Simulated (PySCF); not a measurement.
Nuclear quadrupole coupling in BCl2Br

Compound: BCl2Br.
Structure used (PBE0-D3(BJ)/def2-SVP), in Å, numbered top down from 1:
```xyz
4
BBrCl2 angstrom
B      0.0200    0.0341    0.0006
Cl     1.7604    0.0096    0.0270
Cl    -0.8268    1.5553   -0.0051
Br    -0.9536   -1.5990   -0.0225
```

Field gradients from the PBE0/pcSseg-1 density (PySCF, non-relativistic), principal values in atomic units, ordered |Vxx| ≤ |Vyy| ≤ |Vzz|:

```json
{"atom": "B1", "Vxx": "-0.1244", "Vyy": "-0.1432", "Vzz": "0.2677"}
{"atom": "Cl2", "Vxx": "-0.5105", "Vyy": "-1.8482", "Vzz": "2.3588"}
{"atom": "Cl3", "Vxx": "-0.5119", "Vyy": "-1.8480", "Vzz": "2.3599"}
{"atom": "Br4", "Vxx": "-1.2182", "Vyy": "-3.6992", "Vzz": "4.9174"}
```

Question: Find the asymmetry η = (Vxx − Vyy)/Vzz and the couplings χ = eQV/h (234.96 MHz × Q in barn × V in au), with Q(11B) = 0.04059 b, Q(35Cl) = −0.0817 b, Q(79Br) = 0.313 b.

Answer: 
```csv
atom,environment,nucleus,η,χzz (MHz),χxx (MHz),χyy (MHz)
B1,boron bonded to Br and 2 Cl,11B,0.07,2.553,-1.187,-1.366
Cl2,chlorine bonded to B,35Cl,0.57,-45.28,9.80,35.48
Cl3,chlorine bonded to B,35Cl,0.57,-45.30,9.83,35.48
Br4,bromine bonded to B,79Br,0.50,361.6,-89.6,-272.1
```

Question: What is Vzz at Cl3 in SI units (1 au = 9.71736 × 10²¹ V/m²)?

Answer: 2.3599 au = 22.932 × 10²¹ V/m².

Geometry: PBE0-D3(BJ)/def2-SVP; no solvent, vibrations or thermal averaging. The calculation is non-relativistic, for bromine too. The basis is small and wasn't made for field gradients, so the couplings can be 20 % off.
